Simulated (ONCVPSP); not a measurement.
# Before and after: ONCV potential for Cr (Z = 24)

ONCVPSP 4.0.1 input, shortened (lines: element, Z, core and valence counts, functional; n l f; lmax; l rc ep ncon nbas qcut; lloc lpopt rc5 dvloc0; l nproj debl; icmod fcfact rcfact), PBE, scalar-relativistic:

```
  Cr 24.00    3    4        4      upf
    1    0    2.00
    2    0    2.00
    2    1    6.00
    3    0    2.00
    3    1    6.00
    3    2    5.00
    4    0    1.00
    2
    0    1.55    0.00    4    8    6.00
    1    1.55    0.00    4    9    7.70
    2    1.55    0.00    3    7   10.90
    4    5    1.55    2.00
    0    2    2.90
    1    3    3.20
    2    2    0.40
    3    6.00    1.45
```

All-electron outer shells of the reference configuration (PBE, scalar-relativistic, ld1.x):

| shell | level (eV) | outermost node (bohr) | outermost maximum (bohr) |
| --- | --- | --- | --- |
| 2p | -560.70 | – | 0.20 |
| 3s | -73.99 | 0.36 | 0.78 |
| 3p | -45.44 | 0.33 | 0.80 |
| 4s | -4.01 | 1.12 | 2.74 |
| 3d | -2.91 | – | 0.84 |

Change: d: rc 2.3.

Cutoffs: the cutoffs (Ha) at which the residual kinetic energy of the hardest occupied pseudo-wave falls to 1 and 0.1 mHa per electron; they do not see the model core or the augmentation charge, which bear on the density cutoff. Errors are all-electron minus pseudo energies relative to the spin-unpolarised reference configuration.

Predict the effect on cutoff, ghosts and configuration errors.

The potential gets softer (41 Ha and 47 Ha → 28 Ha and 32 Ha); of the 3 tests that both files solve, the error grows in 3 and shrinks in 0 by more than 15 % and 0.3 meV (median size 1.2 → 4.4 meV); neither file shows a bound ghost. A larger radius leaves more room for a smooth pseudo-wave, so fewer plane waves are needed. More of the atom is replaced by a form fitted at one configuration, so other configurations suffer.

```tsv
quantity	base	changed
cutoff, loose	41 Ha	28 Ha
cutoff, tight	47 Ha	32 Ha
loose cutoff by channel	s 9.3 Ha, p 23 Ha, d 41 Ha	s 9.3 Ha, p 23 Ha, d 28 Ha
bound ghosts	none	none
GHOST(+) flags under 300 eV	none	none
tests with a reliable result	3 of 4	3 of 4
error for 3s2 3p6 3d5 4s0, meV [ΔE 6.90 eV]	+1.6	+4.4
error for 3s2 3p6 3d4 4s0, meV [ΔE 22.95 eV]	+1.2	+5.1
error for 3s2 3p6 3d5 4s0.5, meV [ΔE 2.71 eV]	+0.6	+1.3
s: phases at 1.58 bohr within 0.05 rad from the reference energy up to (Ha; the scan ends near 5)	to the end of the scan	to the end of the scan
p: phases at 1.58 bohr within 0.05 rad from the reference energy up to (Ha; the scan ends near 5)	to the end of the scan	to the end of the scan
rms error of d²Exc/dni dnj with the model core, mHa	2.18	2.20
```
